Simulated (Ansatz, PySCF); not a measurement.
Complex: NH3 (SMILES N) (first 4 atoms) with HCl (SMILES Cl); geometry from B3LYP-D3(BJ)/def2-TZVP.
(charge 0, multiplicity 1):
```xyz
6

N     -0.03034     0.07698     0.60923
H     -0.51996    -0.75468     0.29908
H     -0.46507     0.88208     0.17286
H      0.92844     0.01984     0.28512
Cl    -0.12863     0.31667     3.67266
H     -0.08580     0.21197     2.33530
```

Monomers are frozen at their geometry in the pair; levels with a basis set take the counterpoise correction. Rows marked so take none.

Rows in 3-21G, 6-31G* carry no dispersion term and start afresh at each structure (6-31G* with six Cartesian d functions).

Codes used: Ansatz (Gaussian basis) for Hartree–Fock, density functionals and correlated methods; PySCF for 3-21G rows, 6-31G* rows. Values without a source in brackets are computed.

Task: One of these levels gives -11.40 kcal/mol for the interaction energy. Name it.
A) B3LYP/6-31G*
B) PBE/def2-TZVPPD
C) HF/3-21G (no counterpoise)
D) HF/aug-cc-pV(T+d)Z

Result: B, PBE/def2-TZVPPD. The others give -17.77 (HF/3-21G (no counterpoise)), -5.99 (HF/aug-cc-pV(T+d)Z), -12.74 (B3LYP/6-31G*)

Ansatz is an electronic-structure program.
